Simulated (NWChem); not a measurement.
C$_{3}$H$_{4}$F$_{2}$O; SMILES O=CCC(F)F

```xyz
10

O      0.5264    -2.0413    -0.5133
C     -0.2337    -1.7007     0.3514
C     -0.6979    -0.2846     0.5613
C      0.0428     0.7279    -0.2766
F     -0.5840     1.9244    -0.1990
F      1.2949     0.8859     0.2012
H     -0.6741    -2.4477     1.0609
H     -0.6073    -0.0134     1.6266
H     -1.7758    -0.2425     0.3257
H      0.1129     0.4331    -1.3367
```
Atoms are numbered in this order, from 1.

All runs: NWChem. Pople sets run with spherical d functions. STO-3G and 3-21G are far too small for this property and stand as cheap habits. The geometry was optimised at PBE0/def2-SVP. Field at 589 nm.

| level | isotropic polarisability (bohr³) | anisotropy (bohr³) | relative time |
|---|---|---|---|
| B3LYP/STO-3G | 18.6 | 6.9 | 1 |
| B3LYP/6-31G* | 34.3 | 10.2 | 5 |
| B3LYP/def2-SVP | 34.7 | 9.9 | 5 |

Relative times are rough (shared machine, one core).
